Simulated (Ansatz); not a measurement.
Total energies of SiEt2F2 (C4H10F2Si) from Ansatz at PBE-D4/def2-TZVP, gas phase (1 Eh = 27.2114 eV = 2625.5 kJ/mol). The reference geometry is relaxed at PBE0-D4/def2-SVP.

```
                 state                     geometry  energy (Eh)
      charge 0 singlet                    reference   -647.38995
      charge 1 doublet                    reference   -647.03204
      charge 1 doublet  relaxed at PBE0-D4/def2-SVP   -647.04905
free Si atom (triplet)                            –   -289.22285
 free C atom (triplet)                            –    -37.79597
 free H atom (doublet)                            –     -0.49962
 free F atom (doublet)                            –    -99.66912
```

Task: Work out the vertical ionisation energy to the doublet.

Result: E(charge 1 doublet) − E(charge 0 singlet) = -647.03204 − (-647.38995) = 0.35791 Eh = 9.74 eV. For comparison, −ε of the highest occupied level is 6.96 eV at this level, 2.78 eV less.

Task: How much does the charge 1 doublet relax, and what is the adiabatic ionisation energy?

Result: Relaxation: -647.03204 − (-647.04905) = 0.01701 Eh = 0.46 eV. Adiabatic ionisation energy: 0.34090 Eh = 9.28 eV, without zero-point energy. 

Task: What is the binding energy per atom against free atoms?

Result: Atoms: 1 × (-289.22285) + 4 × (-37.79597) + 10 × (-0.49962) + 2 × (-99.66912) = -644.74117 Eh. Binding: -644.74117 − (-647.38995) = 2.64878 Eh = 72.08 eV, or 4.24 eV for each of 17 atoms (no zero-point energy, no counterpoise term).
